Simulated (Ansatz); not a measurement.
C2H6ClFOSSi (`CO[Si](F)(Cl)SC`). Charge 0, multiplicity 1.

Z-matrix (Å, degrees):
```
C
O 1 1.417
H 1 1.094 2 111.3
H 1 1.093 2 110.7 3 121.5
H 1 1.090 2 107.6 3 -119.4
Si 2 1.611 1 126.2 3 -53.4
Cl 6 2.031 2 107.6 1 -174.1
F 6 1.592 2 111.1 1 -58.8
S 6 2.098 2 110.2 1 62.1
C 9 1.819 6 99.4 2 -173.0
H 10 1.089 9 110.7 6 -62.7
H 10 1.089 9 106.3 6 178.9
H 10 1.088 9 110.9 6 60.2
```

Q: Give the diagnostics of a CCSD(T)/def2-TZVPP run (frozen core, Ansatz). (An estimate is asked.)

A: The calculation gave: T1 = 0.0110, largest single amplitude 0.010, largest double 0.020, (T) share of the correlation energy 3.8 %, 9 CCSD cycles. The RHF solution is stable towards an unrestricted one. T1 lies under the customary mark of 0.02 for closed shells.
